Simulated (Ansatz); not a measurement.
Reaction (formal exchange of groups at the As–B bond): `[SiH3]CB[AsH2]` + SiH₄ → `[SiH3][AsH2]` + `BC[SiH3]`

Gas-phase electronic energies from Ansatz, PBE0-D4/def2-TZVP geometries. CBS: MP2 limit from def2 TZ/QZ plus the TZ coupled-cluster correction, frozen cores. This one scheme is used for every species. Functionals use def2-TZVPP. For As outer-core shells are correlated without core-valence functions, which leaves a few kJ/mol of doubt a bond. Scalar relativity is left out up to krypton. One conformer a species, not always the lowest.

`[SiH3]CB[AsH2]`:

```xyz
12

Si   -0.207   -1.302    1.261
C    -0.946   -0.077    0.021
B     0.124    0.210   -1.045
As    1.577    1.580   -0.806
H     0.923   -0.671    1.992
H    -1.254   -1.700    2.239
H     0.289   -2.520    0.570
H    -1.254    0.787    0.618
H    -1.830   -0.584   -0.381
H     0.247   -0.522   -1.985
H     0.737    2.714   -0.250
H     1.594    2.084   -2.234
```

SiH₄:

```xyz
5

Si    0.000    0.000    0.000
H    -0.805    1.009    0.733
H     0.457   -1.050    0.945
H     1.179    0.659   -0.615
H    -0.832   -0.619   -1.063
```

`[SiH3][AsH2]`:

```xyz
7

Si    0.300   -0.485    0.646
As   -1.204    0.725   -0.721
H    -0.167   -1.894    0.717
H     0.263    0.102    2.010
H     1.699   -0.462    0.146
H    -0.635    0.103   -1.990
H    -0.254    1.912   -0.808
```

`BC[SiH3]`:

Z-matrix (Å, degrees):
```
C
Si 1 1.896
B 1 1.532 2 106.4
H 1 1.094 2 104.2 3 -121.9
H 1 1.094 2 104.4 3 122.1
H 2 1.486 1 111.0 3 -59.0
H 2 1.486 1 110.8 3 62.0
H 2 1.486 1 108.7 3 -178.5
H 3 1.198 1 120.6 2 88.6
H 3 1.198 1 120.7 2 -87.3
```

| level | ΔE (kJ/mol) |
| --- | --- |
| BLYP-D4 | -2.9 |
| CCSD/def2-SVP | 2.5 |
| CCSD/def2-TZVPP | -0.9 |
| MP2/CBS(def2) | -0.9 |

(1) What does CCSD(T)/CBS give? (Best estimate.)

Largest T1 diagnostic among the species: 0.013.

Answers

(1) Ansatz gave: -1.7 kJ/mol. The listed levels differ from it by -1.2, 4.2, 0.8, 0.8 kJ/mol.

The D4 term adds +4.6 kJ/mol with B3LYP and +2.7 kJ/mol with PBE0; it sums over pairs of atoms, weighted by their polarisabilities, and B3LYP, whose exchange is more repulsive, gets the larger term. In def2-TZVPP, CCSD(T) changes the Hartree–Fock value by +10.2 kJ/mol (the triples alone add +1.7 kJ/mol) and MP2 by +11.1 kJ/mol.

B3LYP here is the variant with VWN-RPA as its local correlation; programs differ in this.
